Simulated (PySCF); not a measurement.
# Excitation energy of C⁺ by level of theory

C⁺ [He] 2s2 2p1 (2P) → C⁺ [He] 2s2 3d1 (2D), as a difference of total energies. Calculation: PySCF 2.14, in aug-cc-pCVTZ-DK; the spin-free X2C one-electron Hamiltonian (Gaussian nucleus). Correlated levels: valence and next inner shell: nothing frozen. The calculations carry no spin-orbit coupling.

```tsv
method	excitation energy (eV)	error (eV)
UHF	18.609	+0.568
MP2 (valence and next inner shell)	18.515	+0.474
SCS-MP2 (valence and next inner shell)	18.477	+0.436
CCSD (valence and next inner shell)	18.621	+0.580
CCSD(T) (valence and next inner shell)	18.611	+0.570
```

Reference: 18.041 eV (measured; NIST levels, between the centres of gravity of the two terms).

Errors of the correlated levels include the incompleteness of this basis.

The promoted electron is Rydberg-like, and one or two diffuse shells describe it only roughly, which tends to raise the upper state.

The coupled-cluster amplitudes are large for the upper state (T1 above 0.03 or a double amplitude above 0.15), so a single reference is strained.
